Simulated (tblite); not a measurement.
Species: C5H4Cl2O2S2.
Z-matrix (Å and degrees, GFN2-xTB geometry), rows numbered from 1:
```
C 
C   1  1.4857
C   2  1.4153  1  125.44
C   3  1.3654  2  112.63  1   177.93
Cl  4  1.6992  3  126.25  2  -180.00
S   4  1.7389  3  112.82  2     0.17
C   2  1.3651  1  123.80  3   178.58
S   7  1.7470  2  127.49  1    -0.95
O   8  1.4262  7  111.40  2    40.89
O   8  1.4236  7  109.52  2   175.75
Cl  8  2.0342  7  100.96  2   -71.49
H   1  1.0864  2  110.24  3   152.67
H   1  1.0869  2  110.52  3    31.05
H   1  1.0904  2  109.63  3   -88.24
H   3  1.0743  2  123.81  1    -1.94
```

Method: GFN2-xTB as coded in tblite; computed harmonic values from a numerical Hessian at the method's own geometry, unscaled. The method is semi-empirical: single wavenumbers can be off by several per cent or more. One conformer, not necessarily the lowest.

Harmonic wavenumbers (cm⁻¹): 27.5, 55.1, 94.4, 118.3, 143.2, 183.5, 209.7, 241.3, 253.0, 285.3, 318.4, 338.6, 376.9, 445.7, 451.1, 515.0, 519.2, 555.4, 609.1, 683.3, 809.9, 917.5, 975.9, 1022.8, 1030.6, 1059.7, 1143.4, 1151.0, 1292.1, 1375.1, 1395.5, 1430.3, 1453.9, 1460.6, 1558.0, 3004.5, 3049.3, 3065.2, 3145.3.

A = 1336, B = 395.0, C = 354.9 MHz; mass 229.903 u (most abundant isotopes); point group C1, symmetry number 1.

Question: What is the zero-point energy?

Answer: Half the sum of the wavenumbers: 18382 cm⁻¹ = 52.56 kcal/mol.

Question: What is S at 298.15 K and 1 bar for an ideal gas of classical rigid rotors and harmonic oscillators?

Answer: Translation 42.23, rotation 31.82, vibration 38.04: S = 112.1 cal/(mol K).

Question: And Cp and H(298.15 K) − H(0)?

Answer: Cp = 43.26 cal/(mol K), of which vibrations give 35.31 (their classical limit is 39 R = 77.5); H(298.15 K) − H(0) = 8.16 kcal/mol without the zero-point energy, 5.79 from vibrations.

Question: How do the functions run with temperature in this model?

Answer: 
```tsv
T (K)	S (cal/(mol K))	Cp (cal/(mol K))	H − H(0) (kcal/mol)	G − H(0) (kcal/mol)	ln q(vib)
100	77.2	22.2	1.47	-6.25	2.58
200	96.6	34.4	4.34	-14.99	6.05
300	112.4	43.4	8.24	-25.46	9.42
500	137.9	56.6	18.34	-50.59	15.58
800	167.2	67.7	37.17	-96.55	23.53
1000	182.7	72.0	51.16	-131.59	28.12
```

q(vib) and H(0) count from the zero-point level.

Question: Which modes carry the vibrational entropy at 298.15 K?

Answer: 27.5 cm⁻¹: 6.00; 55.1 cm⁻¹: 4.63; 94.4 cm⁻¹: 3.57; 118.3 cm⁻¹: 3.13; 143.2 cm⁻¹: 2.76; 183.5 cm⁻¹: 2.29 cal/(mol K); the other 33 give 15.66 together.

Question: Blend soft modes into free rotors: weight 1/[1 + (100 cm⁻¹/ν̃)⁴] for the oscillator and the rest for a rotor with moment μB/(μ + B), μ = h/(8π²ν), B = 10⁻⁴⁴ kg m². What vibrational entropy results?

Answer: 34.57 cal/(mol K) in place of 38.04, which changes −T·S at 298.15 K by +1.03 kcal/mol.

Hindered rotation and anharmonicity are outside this model. Other conformers, if any are populated, would add a mixing term that is left out. The structure is chiral; the term R ln 2 for an equal mix with its mirror image is left out.
